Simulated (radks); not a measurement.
Results of a calculation; reference values are marked as such.
Ionisation of neutral erbium, [Xe] 4f12 6s2, to Er+, [Xe] 4f12 6s1, under several functionals. Dirac Kohn-Sham, spin-unpolarised, spherical densities, finite nucleus; open shells fill j = l - 1/2 first; a radial shooting solver on a logarithmic mesh with Libxc functionals.

functional,E(Er) (hartree),Exc (hartree),IE (eV),-e(HOMO) (eV),<r> HOMO (bohr),IE error (eV)
BLYP,-13099.2791,-280.1331,6.348,2.383,0.8477,+0.240
PBEsol,-13094.2100,-275.0228,6.398,2.649,0.8458,+0.291
"LDA (Slater exchange, Perdew-Zunger correlation)",-13090.1363,-270.9170,6.606,2.821,0.8456,+0.498
PBE,-13098.4073,-279.2635,6.384,2.604,0.8460,+0.276
exchange-only LDA,-13083.2478,-263.9320,5.725,1.517,0.8518,-0.382

NIST Atomic Spectra Database: 6.108 eV (measured). Closest: BLYP. The Delta-SCF values span 0.88 eV, the total energies 16.03 hartree. The highest occupied level is 4f7/2. Spin polarisation and multiplet splitting are left out, so open shells lie too high by an amount that depends on their filling.

Beside tabulated values, note that spin-unpolarised runs miss the spin-polarisation part of the exchange energy of open shells.
